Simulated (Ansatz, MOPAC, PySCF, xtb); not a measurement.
Scan of H₂Mg, singlet: symmetric bend, bond length relaxed. Scanned: H-Mg-H angle. Other coordinates (Mg-H bond length) were minimised at B3LYP/def2-TZVP.

- GFN1-xTB (xtb)
- PM7, restricted, heats of formation (MOPAC)
- RKS-M06-2X/6-31G* = restricted M06-2X/6-31G*, spherical d (PySCF)
- FCI/aug-cc-pVDZ = full CI/aug-cc-pVDZ, frozen core (Ansatz, a first-principles code)

Energies relative to the lowest point of each profile, in kcal/mol; the last columns give the difference from FCI:

```json
[
 {"a / °": "180", "GFN1-xTB": "0.0", "PM7": "0.0", "RKS-M06-2X/6-31G*": "0.0", "FCI/aug-cc-pVDZ": "0.0", "GFN1-xTB − FCI/aug-cc-pVDZ": "0.0", "PM7 − FCI/aug-cc-pVDZ": "0.0", "RKS-M06-2X/6-31G* − FCI/aug-cc-pVDZ": "0.0"},
 {"a / °": "169.68", "GFN1-xTB": "0.3", "PM7": "0.4", "RKS-M06-2X/6-31G*": "0.4", "FCI/aug-cc-pVDZ": "0.4", "GFN1-xTB − FCI/aug-cc-pVDZ": "-0.1", "PM7 − FCI/aug-cc-pVDZ": "0.0", "RKS-M06-2X/6-31G* − FCI/aug-cc-pVDZ": "0.0"},
 {"a / °": "162.15", "GFN1-xTB": "0.8", "PM7": "1.2", "RKS-M06-2X/6-31G*": "1.1", "FCI/aug-cc-pVDZ": "1.1", "GFN1-xTB − FCI/aug-cc-pVDZ": "-0.3", "PM7 − FCI/aug-cc-pVDZ": "0.1", "RKS-M06-2X/6-31G* − FCI/aug-cc-pVDZ": "0.0"},
 {"a / °": "150.58", "GFN1-xTB": "2.3", "PM7": "3.2", "RKS-M06-2X/6-31G*": "3.0", "FCI/aug-cc-pVDZ": "3.0", "GFN1-xTB − FCI/aug-cc-pVDZ": "-0.8", "PM7 − FCI/aug-cc-pVDZ": "0.2", "RKS-M06-2X/6-31G* − FCI/aug-cc-pVDZ": "0.0"},
 {"a / °": "137.81", "GFN1-xTB": "4.8", "PM7": "6.7", "RKS-M06-2X/6-31G*": "6.3", "FCI/aug-cc-pVDZ": "6.4", "GFN1-xTB − FCI/aug-cc-pVDZ": "-1.5", "PM7 − FCI/aug-cc-pVDZ": "0.3", "RKS-M06-2X/6-31G* − FCI/aug-cc-pVDZ": "0.0"},
 {"a / °": "128.07", "GFN1-xTB": "7.6", "PM7": "10.2", "RKS-M06-2X/6-31G*": "9.9", "FCI/aug-cc-pVDZ": "9.9", "GFN1-xTB − FCI/aug-cc-pVDZ": "-2.2", "PM7 − FCI/aug-cc-pVDZ": "0.4", "RKS-M06-2X/6-31G* − FCI/aug-cc-pVDZ": "0.0"},
 {"a / °": "119.86", "GFN1-xTB": "10.7", "PM7": "13.9", "RKS-M06-2X/6-31G*": "13.5", "FCI/aug-cc-pVDZ": "13.5", "GFN1-xTB − FCI/aug-cc-pVDZ": "-2.8", "PM7 − FCI/aug-cc-pVDZ": "0.4", "RKS-M06-2X/6-31G* − FCI/aug-cc-pVDZ": "0.1"},
 {"a / °": "109.31", "GFN1-xTB": "15.8", "PM7": "19.5", "RKS-M06-2X/6-31G*": "19.4", "FCI/aug-cc-pVDZ": "19.2", "GFN1-xTB − FCI/aug-cc-pVDZ": "-3.4", "PM7 − FCI/aug-cc-pVDZ": "0.3", "RKS-M06-2X/6-31G* − FCI/aug-cc-pVDZ": "0.3"},
 {"a / °": "100.93", "GFN1-xTB": "21.0", "PM7": "24.8", "RKS-M06-2X/6-31G*": "25.2", "FCI/aug-cc-pVDZ": "24.7", "GFN1-xTB − FCI/aug-cc-pVDZ": "-3.6", "PM7 − FCI/aug-cc-pVDZ": "0.2", "RKS-M06-2X/6-31G* − FCI/aug-cc-pVDZ": "0.5"},
 {"a / °": "88.06", "GFN1-xTB": "31.9", "PM7": "34.8", "RKS-M06-2X/6-31G*": "36.2", "FCI/aug-cc-pVDZ": "35.2", "GFN1-xTB − FCI/aug-cc-pVDZ": "-3.2", "PM7 − FCI/aug-cc-pVDZ": "-0.3", "RKS-M06-2X/6-31G* − FCI/aug-cc-pVDZ": "1.1"},
 {"a / °": "77.95", "GFN1-xTB": "44.1", "PM7": "44.7", "RKS-M06-2X/6-31G*": "47.3", "FCI/aug-cc-pVDZ": "45.6", "GFN1-xTB − FCI/aug-cc-pVDZ": "-1.5", "PM7 − FCI/aug-cc-pVDZ": "-0.9", "RKS-M06-2X/6-31G* − FCI/aug-cc-pVDZ": "1.7"},
 {"a / °": "70.14", "GFN1-xTB": "56.6", "PM7": "53.9", "RKS-M06-2X/6-31G*": "57.6", "FCI/aug-cc-pVDZ": "55.3", "GFN1-xTB − FCI/aug-cc-pVDZ": "1.4", "PM7 − FCI/aug-cc-pVDZ": "-1.4", "RKS-M06-2X/6-31G* − FCI/aug-cc-pVDZ": "2.3"},
 {"a / °": "60", "GFN1-xTB": "77.0", "PM7": "68.1", "RKS-M06-2X/6-31G*": "73.7", "FCI/aug-cc-pVDZ": "70.1", "GFN1-xTB − FCI/aug-cc-pVDZ": "6.8", "PM7 − FCI/aug-cc-pVDZ": "-2.1", "RKS-M06-2X/6-31G* − FCI/aug-cc-pVDZ": "3.5"}
]
```

GFN1-xTB is furthest from FCI/aug-cc-pVDZ at 60 (6.8 kcal/mol, above); its mean absolute difference over the points is 2.1 kcal/mol.

PM7 is furthest from FCI/aug-cc-pVDZ at 60 (-2.1 kcal/mol, below); its mean absolute difference over the points is 0.5 kcal/mol.

RKS-M06-2X/6-31G* is furthest from FCI/aug-cc-pVDZ at 60 (3.5 kcal/mol, above); its mean absolute difference over the points is 0.7 kcal/mol.
